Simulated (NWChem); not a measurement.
Everything below was run with NWChem. System: C3H5FSi, charge 0, spin multiplicity 1, at a geometry optimised with B3LYP/def2-SVP. The structure started from a generated list of species. Level: RHF/def2-TZVP.

Job file:

```
start mol
memory heap 200 mb stack 800 mb global 1000 mb
geometry units angstroms nocenter noautoz noautosym
  C      1.509632     1.101957    -1.796331
  C      0.859872     0.678658    -0.857579
  Si    -0.095867     0.018643     0.563798
  C     -0.073428    -1.845587     0.572885
  F     -1.638724     0.527443     0.407947
  H      2.081095     1.479646    -2.625262
  H      0.430983     0.604418     1.822642
  H     -0.482939    -2.244617    -0.368494
  H      0.958141    -2.218018     0.683497
  H     -0.673077    -2.239578     1.409084
end
basis spherical
  * library def2-tzvp
end
scf
  rhf
  nopen 0
  maxiter 100
  thresh 1e-7
  semidirect memsize 60000000 filesize 0
end
task scf energy
```

Part of the output:

```
             Northwest Computational Chemistry Package (NWChem) 7.3.0
             --------------------------------------------------------

                                NWChem Input Module
                                -------------------

 Scaling coordinates for geometry "geometry" by  1.889725989
 (inverse scale =  0.529177249)

                             Geometry "geometry" -> ""
                             -------------------------

 Output coordinates in angstroms (scale by  1.889725989 to convert to a.u.)

  No.       Tag          Charge          X              Y              Z
 ---- ---------------- ---------- -------------- -------------- --------------
    1 C                    6.0000     1.50963200     1.10195700    -1.79633100
    2 C                    6.0000     0.85987200     0.67865800    -0.85757900
    3 Si                  14.0000    -0.09586700     0.01864300     0.56379800
    4 C                    6.0000    -0.07342800    -1.84558700     0.57288500
    5 F                    9.0000    -1.63872400     0.52744300     0.40794700
    6 H                    1.0000     2.08109500     1.47964600    -2.62526200
    7 H                    1.0000     0.43098300     0.60441800     1.82264200
    8 H                    1.0000    -0.48293900    -2.24461700    -0.36849400
    9 H                    1.0000     0.95814100    -2.21801800     0.68349700
   10 H                    1.0000    -0.67307700    -2.23957800     1.40908400

 Effective nuclear repulsion energy (a.u.)     203.9520393250

            Nuclear Dipole moment (a.u.)
            ----------------------------
        X                 Y               Z
 ---------------- ---------------- ----------------
     0.0000094486     0.0000151178     0.0000226767


 Summary of "ao basis" -> "" (spherical)
 ------------------------------------------------------------------------------
       Tag                 Description            Shells   Functions and Types
 ---------------- ------------------------------  ------  ---------------------
 *                         def2-tzvp                  on all atoms

 Summary of "ao basis" -> "ao basis" (spherical)
 ------------------------------------------------------------------------------
       Tag                 Description            Shells   Functions and Types
 ---------------- ------------------------------  ------  ---------------------
 C                         def2-tzvp                11       31   5s3p2d1f
 Si                        def2-tzvp                13       37   5s5p2d1f
 F                         def2-tzvp                11       31   5s3p2d1f
 H                         def2-tzvp                 4        6   3s1p

                                 NWChem SCF Module
                                 -----------------

  ao basis        = "ao basis"
  functions       =   191
  atoms           =    10
  closed shells   =    23
  open shells     =     0
  charge          =   0.00
  wavefunction    = RHF
  use symmetry    = F
  symmetry adapt  = F

 Summary of "ao basis" -> "ao basis" (spherical)
 ------------------------------------------------------------------------------
       Tag                 Description            Shells   Functions and Types
 ---------------- ------------------------------  ------  ---------------------
 C                         def2-tzvp                11       31   5s3p2d1f
 Si                        def2-tzvp                13       37   5s5p2d1f
 F                         def2-tzvp                11       31   5s3p2d1f
[...]
                 4     -505.0154904677  2.42D-04  7.11D-05     67.1
                 5     -505.0154904896  1.04D-07  4.27D-08    119.7
                 6     -505.0154904896  4.27D-09  1.15D-09    135.8

       Final RHF  results
       ------------------

         Total SCF energy =   -505.015490489575
      One-electron energy =  -1102.383978137483
      Two-electron energy =    393.416448322889
 Nuclear repulsion energy =    203.952039325019

        Time for solution =    129.6s

             Final eigenvalues
             -----------------

              1
    1  -68.8239
    2  -26.2744
    3  -11.2566
    4  -11.2290
    5  -11.2225
    6   -6.1667
    7   -4.2743
    8   -4.2738
    9   -4.2731
   10   -1.5691
   11   -1.0304
   12   -0.9590
   13   -0.7802
   14   -0.7291
   15   -0.6621
   16   -0.6562
   17   -0.6385
   18   -0.5739
   19   -0.5624
   20   -0.5221
   21   -0.4780
   22   -0.4134
   23   -0.4070
   24    0.1094
   25    0.1188
   26    0.1541
   27    0.1625
   28    0.1732
   29    0.1823
   30    0.2037
   31    0.2176
   32    0.2259
   33    0.2534

                       ROHF Final Molecular Orbital Analysis
                       -------------------------------------

 Vector   21  Occ=2.000000D+00  E=-4.779796D-01
              MO Center=  8.9D-02, -6.4D-01,  5.8D-01, r^2= 3.2D+00
   Bfn.  Coefficient  Atom+Function         Bfn.  Coefficient  Atom+Function
  ----- ------------  ---------------      ----- ------------  ---------------
   106     -0.250461   4 C  py              109     -0.240090   4 C  py
    78      0.235014   3 Si py              169      0.164504   7 H  s

 Vector   22  Occ=2.000000D+00  E=-4.134464D-01
              MO Center=  1.1D+00,  8.5D-01, -1.3D+00, r^2= 1.6D+00
   Bfn.  Coefficient  Atom+Function         Bfn.  Coefficient  Atom+Function
  ----- ------------  ---------------      ----- ------------  ---------------
     6      0.230599   1 C  px               37      0.228922   2 C  px
    40      0.220095   2 C  px                9      0.211057   1 C  px

 Vector   23  Occ=2.000000D+00  E=-4.070232D-01
              MO Center=  1.1D+00,  7.1D-01, -1.1D+00, r^2= 2.5D+00
   Bfn.  Coefficient  Atom+Function         Bfn.  Coefficient  Atom+Function
  ----- ------------  ---------------      ----- ------------  ---------------
     7      0.228450   1 C  py               38      0.221714   2 C  py
    41      0.213030   2 C  py               10      0.210561   1 C  py

 Vector   24  Occ=0.000000D+00  E= 1.094099D-01
              MO Center=  6.4D-01,  5.0D-01, -2.0D-01, r^2= 5.5D+00
   Bfn.  Coefficient  Atom+Function         Bfn.  Coefficient  Atom+Function
  ----- ------------  ---------------      ----- ------------  ---------------
    67      1.914650   3 Si s               104     -1.238124   4 C  s
     5     -1.161290   1 C  s                80      1.015499   3 Si px
    43      0.851281   2 C  px               45     -0.696990   2 C  pz
    14     -0.571161   1 C  pz               81     -0.483241   3 Si py
    82     -0.391267   3 Si pz              112     -0.368650   4 C  py

 Vector   25  Occ=0.000000D+00  E= 1.187959D-01
              MO Center=  3.2D-01, -2.4D-01, -9.6D-03, r^2= 8.2D+00
   Bfn.  Coefficient  Atom+Function         Bfn.  Coefficient  Atom+Function
  ----- ------------  ---------------      ----- ------------  ---------------
   104      3.615187   4 C  s                36     -1.788030   2 C  s
    81      1.197315   3 Si py              188     -1.107218  10 H  s
   176     -1.011373   8 H  s               182     -0.784733   9 H  s
    13     -0.580771   1 C  py               80      0.511306   3 Si px
    82     -0.493301   3 Si pz                5      0.466719   1 C  s

 Vector   26  Occ=0.000000D+00  E= 1.541018D-01
              MO Center=  5.9D-01, -7.5D-01, -2.9D-01, r^2= 9.4D+00
   Bfn.  Coefficient  Atom+Function         Bfn.  Coefficient  Atom+Function
  ----- ------------  ---------------      ----- ------------  ---------------
   104      4.918271   4 C  s                36     -4.451229   2 C  s
     5      3.384419   1 C  s                14      2.224588   1 C  pz
    67     -2.133397   3 Si s               182     -1.674583   9 H  s
   176     -1.563009   8 H  s               164      1.506629   6 H  s
    45      1.351738   2 C  pz               12     -1.283971   1 C  px

 center of mass
 --------------
 x =  -0.08437904 y =   0.10967622 z =  -0.01116355

 moments of inertia (a.u.)
 ------------------
         571.643660516442         -57.795735062873         217.700209669698
         -57.795735062873         607.059202401579         163.171609268229
         217.700209669698         163.171609268229         632.761133254194

  Mulliken analysis of the total density
  --------------------------------------

    Atom       Charge   Shell Charges
 -----------   ------   -------------------------------------------------------
    1 C    6     6.19   0.86  1.12  0.53  0.49  0.16  1.19  1.31  0.50  0.02  0.00  0.01
    2 C    6     6.28   0.86  1.12  0.49  0.89  0.04  1.20  1.23  0.39  0.01  0.05  0.01
    3 Si  14    13.12   2.00  0.58  1.39  0.74  0.30  4.12  1.73  0.53  1.04  0.12  0.23  0.25  0.09
    4 C    6     6.51   0.85  1.12  0.46  0.71  0.06  1.25  1.52  0.48  0.01  0.03  0.00
    5 F    9     9.43   0.77  1.20  0.59  1.01  0.35  2.24  2.30  0.96  0.00  0.01  0.00
    6 H    1     0.80   0.25  0.46  0.06  0.02
    7 H    1     1.06   0.24  0.56  0.25  0.01
    8 H    1     0.86   0.26  0.48  0.10  0.02
    9 H    1     0.87   0.26  0.48  0.11  0.02
   10 H    1     0.87   0.26  0.48  0.10  0.02

       Multipole analysis of the density wrt the origin
       ------------------------------------------------

     L   x y z        total         open         nuclear
     -   - - -        -----         ----         -------
     0   0 0 0     -0.000000      0.000000     46.000000

     1   1 0 0      0.717654      0.000000      0.000009
     1   0 1 0     -0.409705      0.000000      0.000015
     1   0 0 1     -0.140557      0.000000      0.000023

     2   2 0 0    -28.816067      0.000000    173.414366
     2   1 1 0      2.132520      0.000000     36.773964
     2   1 0 1     -2.214591      0.000000   -116.111054
     2   0 2 0    -26.960999      0.000000    180.422264
     2   0 1 1     -2.275974      0.000000    -93.763766
     2   0 0 2    -24.406738      0.000000    158.887735

 Task  times  cpu:      135.8s     wall:      135.8s

 Total times  cpu:      135.9s     wall:      135.9s
```
